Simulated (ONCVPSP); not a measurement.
**fluorine (F), ONCV: configuration errors across variants**

- Element: fluorine
- Generator: ONCVPSP 4.0.1
- Type: optimised norm-conserving Vanderbilt (ONCV)
- Functional: Wu-Cohen
- Relativity: scalar-relativistic
- Frozen core: [He]
- Valence charge: 7
- Reference configuration: 2s2 2p5
- Partial waves: 2s: rc 0.75 bohr, ncon 4, nbas 9, qcut 11.1 1/bohr, 2 projectors, debl 2.1 Ha; 2p: rc 1.75 bohr, ncon 3, nbas 7, qcut 6.5 1/bohr, 1 projector
- Local potential: polynomial inside 0.65 bohr (lpopt 5, dvloc0 6 Ha)
- Core correction: Teter function, fcfact 3.5, rcfact 1.6

All-electron excitation energies from the reference (eV): (1) 2s2 2p4 19.374; (2) 2s2 2p3 57.751; (3) 2s2 2p2 118.387; (4) 2s2 2p4.5 7.533.

Errors AE − PS in meV (a dash: test not solved or not reliable):

```tsv
change	(1)	(2)	(3)	(4)	bound ghosts	GHOST(+) flags above zero
base	+126	+977	+3537	+20	none	none
p: rc 1.26	+77	+397	+1540	+48	none	none
p: rc 1.4	+51	+495	+1997	+4.9	none	none
p: rc 1.52	+75	+650	+2498	+9.7	none	none
p: rc 1.88	+158	+1176	+4163	+26	none	none
p: rc 2.04	+196	+1415	+4898	+33	none	none
p: rc 2.24	+251	+1747	+5878	+43	none	none
p: rc 2.38	+288	+1970	+6531	+51	none	none
p: rc 2.6	+356	+2348	–	+63	none	none
```

Problem. Give the same row for: p: rc 1.72.

Solution. +119, +933, +3401, +18; bound ghosts: none; GHOST(+) flags above zero: none.
